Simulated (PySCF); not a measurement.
Peak assignment

Structure with atom numbers: `[F:1][SiH:2]1[CH:3]=[CH:4][SiH2:5][CH:6]=[CH:7]1`. Each H is labelled by its parent atom. Ha(Si5) is cis to F1 on the ring; Hb(Si5) is trans to F1 on the ring.

All values are calculated (PySCF 2.14.0 with density-fitted response routines): geometry: GFN2-xTB, NMR shieldings at PBE0/pcSseg-1/GIAO. Non-relativistic, averaged over atoms made equivalent by symmetry, fast rotation or ring inversion, one conformer, gas phase.

Referencing at the same level of theory: 13C and 1H vs TMS.

Q: Assign these signals to the numbered atoms. 13C{1H} NMR (computed): δ 157.1, 154.8.

A: 
| δ (ppm) | atoms | environment | reason |
| --- | --- | --- | --- |
| 157.1 | C3/C7 | alkene CH | as expected for a trigonal carbon in a double bond |
| 154.8 | C4/C6 | alkene CH | – |

Q: Assign these signals to the numbered atoms. 1H NMR (500 MHz, computed): δ 7.58 (m, 2H), 7.52 (m, 2H), 5.27 (m, 1H), 4.53 (m, 1H), 4.47 (m, 1H).

A: 
7.58 → H(C3)/H(C7), hydrogen on an alkene CH: a vinylic proton, deshielded by the sp2 carbon and the C=C anisotropy
7.52 → H(C4)/H(C6), hydrogen on an alkene CH
5.27 → H(Si2), hydrogen on a silicon bonded to 2 C, F, in a 6-membered ring
4.53 → Ha(Si5), hydrogen on a silicon bonded to 2 C, in a 6-membered ring
4.47 → Hb(Si5), hydrogen on a silicon bonded to 2 C, in a 6-membered ring

H(C3)/H(C7) and H(C4)/H(C6); Ha(Si5) and Hb(Si5) lie closer than the usual error of such a calculation, so a measured spectrum could show them in the other order.

Splittings by 19F in the carbon and heteronuclear signals aren't shown, as no couplings were computed. Shifts are as computed. Against solution values, carbons near 30 ppm lie about +3 ppm off and those near 130 ppm about +5 ppm (rms about the fit 2.1 ppm; single classes can miss by 10 ppm). Of 1328 compounds with measured shifts, 309 miss one by over three times the rms of a fit or turn the order of signals round; such compounds aren't used in these exercises. Signals without a measured value on file couldn't be tested in this way; 1H shifts scatter by 0.2 ppm about their fit, and single ones miss by 0.5 ppm. No couplings were computed; multiplicities are counted from neighbouring protons, with m where these are inequivalent, close in shift, in a saturated or five-membered ring or joined by F or P, and br s for small geminal =CH2 splittings.
